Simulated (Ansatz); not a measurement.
Geometry optimisation, Ansatz, RKS B3LYP-D4/def2-SVP.

Input file:

```yaml
crystal:
  periodic: [false, false, false]
  atoms:
    - { symbol: B, position_ang: [-0.069929, -0.177154, -0.11252] }
    - { symbol: H, position_ang: [-0.039402, -0.485085, 1.044722] }
    - { symbol: Cl, position_ang: [1.475836, 0.066937, -0.961557] }
    - { symbol: "N", position_ang: [-1.272126, -0.139555, -0.800894] }
    - { symbol: H, position_ang: [-2.162176, -0.268612, -0.33571] }
    - { symbol: H, position_ang: [-1.340506, 0.110921, -1.781026] }
    - { symbol: F, position_ang: [-0.072865, 2.021693, 1.140555] }
    - { symbol: H, position_ang: [0.260666, 1.273055, 1.571829] }
basis:
  gaussian: { orbitals: def2-SVP }
hamiltonian:
  xc: b3lyp
  dispersion: d4
relax:
  f_tol: 0.03
  max_steps: 50
```

Launched with:

```bash
$ ansatz run input.yaml --threads 1 --pin off --max-ram 2048MiB --backend cpu --events-out ev --progress --plain --runs-dir out
```

Question: Where does it end, and by what steps?

Answer: It converged. After 10 steps the energy has fallen by 0.062 eV; F7 moved furthest, 0.34 Å.

```
step  energy less start (eV)  largest force component (eV/Å)  accepted
   0                  0.0000                           0.403       yes
   1                 -0.0388                           0.793       yes
   2                 -0.0410                           1.258       yes
   3                  0.0964                           3.737        no
   4                 -0.0568                           0.500       yes
   5                 -0.0591                           0.084       yes
   6                 -0.0611                           0.156       yes
   7                 -0.0611                           0.063       yes
   8                 -0.0612                           0.041       yes
   9                 -0.0614                           0.036       yes
  10                 -0.0616                           0.005       yes
```

```xyz
8
Properties=species:S:1:pos:R:3
B -0.034 -0.205 -0.183
H 0.021 -0.384 1.012
Cl 1.486 -0.081 -1.083
N -1.261 -0.153 -0.822
H -2.138 -0.206 -0.319
H -1.357 -0.007 -1.821
F -0.047 2.174 1.440
H 0.108 1.263 1.541
```

Whether the end is a true minimum wasn't checked by a vibrational analysis.

Time of the run: 26 s on 1 thread of AMD EPYC 7R43 64-Core Processor (Zen 3), with other jobs on the host, peak memory 0.16 GiB.
